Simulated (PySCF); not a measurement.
CH2, triplet, at a GFN2-xTB geometry; M062X/def2-TZVP run with PySCF.

PySCF was given this input:
```python
from pyscf import gto, scf, dft

mol = gto.Mole()
mol.atom = '''
    C    -0.00086561    0.10089553    0.01170220
    H    -0.97847113   -0.31231328   -0.02467531
    H     0.98366479   -0.29305989   -0.04553788
'''
mol.basis = 'def2-tzvp'
mol.spin = 2
mol.verbose = 4
mol.build()

mf = dft.UKS(mol)
mf.xc = 'm062x'
mf.grids.radi_method = dft.radi.mura_knowles
mf.kernel()
```

Q: Write the output that PySCF gives for this input, abridged.

A: 
```
PySCF version 2.14.0

[INPUT] verbose = 4
[INPUT] num. atoms = 3
[INPUT] num. electrons = 8
[INPUT] charge = 0
[INPUT] spin (= nelec alpha-beta = 2S) = 2
[INPUT] symmetry False subgroup None
[INPUT] Mole.unit = angstrom
[INPUT] Symbol           X                Y                Z      unit          X                Y                Z       unit  Magmom
[INPUT]  1 C     -0.000865610000   0.100895530000   0.011702200000 AA   -0.001635765831   0.190664918893   0.022113953055 Bohr   0.0
[INPUT]  2 H     -0.978471130000  -0.312313280000  -0.024675310000 AA   -1.849042456494  -0.590186564265  -0.046629577939 Bohr   0.0
[INPUT]  3 H      0.983664790000  -0.293059890000  -0.045537880000 AA    1.858857051478  -0.553802930195  -0.086054121493 Bohr   0.0

nuclear repulsion = 6.24924630664532
number of shells = 19
number of NR pGTOs = 62
number of NR cGTOs = 43
basis = def2-tzvp
ecp = {}

******** <class 'pyscf.dft.uks.UKS'> ********
method = UKS
initial guess = minao
damping factor = 0
level_shift factor = 0
DIIS = <class 'pyscf.scf.diis.CDIIS'>
diis_start_cycle = 1
diis_space = 8
diis_damp = 0
SCF conv_tol = 1e-09
SCF conv_tol_grad = None
SCF max_cycles = 50
direct_scf = True
direct_scf_tol = 1e-13
number electrons alpha = 5  beta = 3
XC library pyscf.dft.libxc version 7.1.2
    S. Lehtola, C. Steigemann, M. J. T. Oliveira, and M. A. L. Marques,  SoftwareX 7, 1–5 (2018)
XC functionals = m062x
    Y. Zhao and D. G. Truhlar,  Theor. Chem. Acc. 120, 215 (2008)
    Y. Zhao and D. G. Truhlar,  Theor. Chem. Acc. 120, 215 (2008)
radial grids: Mura-Knowles [JCP 104, 9848 (1996); DOI:10.1063/1.471749] log3 quadrature radial grids
becke partition: Becke, JCP 88, 2547 (1988); DOI:10.1063/1.454033
pruning grids: <function nwchem_prune>
grids dens level: 3
symmetrized grids: False
atomic radii adjust function: <function treutler_atomic_radii_adjust>
small_rho_cutoff = 0
Set gradient conv threshold to 3.16228e-05
tot grids = 32224
init E= -38.9830820963879

cycle= 1 E= -39.1323009528217  delta_E= -0.149  |g|=  0.1  |ddm|= 0.79
cycle= 2 E= -39.1425434292073  delta_E= -0.0102  |g|= 0.0417  |ddm|= 0.151
cycle= 3 E= -39.1439652324117  delta_E= -0.00142  |g|= 0.018  |ddm|= 0.0455
cycle= 4 E= -39.1442860357158  delta_E= -0.000321  |g|= 0.0041  |ddm|= 0.0224
cycle= 5 E= -39.1443037221639  delta_E= -1.77e-05  |g|= 0.00113  |ddm|= 0.00545
cycle= 6 E= -39.1443048958015  delta_E= -1.17e-06  |g|= 0.000179  |ddm|= 0.00164
cycle= 7 E= -39.1443049165933  delta_E= -2.08e-08  |g|= 3.15e-05  |ddm|= 0.000167
cycle= 8 E= -39.1443049176237  delta_E= -1.03e-09  |g|= 7.87e-06  |ddm|= 4.72e-05
cycle= 9 E= -39.1443049176922  delta_E= -6.85e-11  |g|= 2.15e-06  |ddm|= 1.26e-05
Extra cycle  E= -39.1443049176984  delta_E= -6.27e-12  |g|= 9.14e-07  |ddm|= 3.35e-06
converged SCF energy = -39.1443049176984  <S^2> = 2.0060838  2S+1 = 3.0040531
```
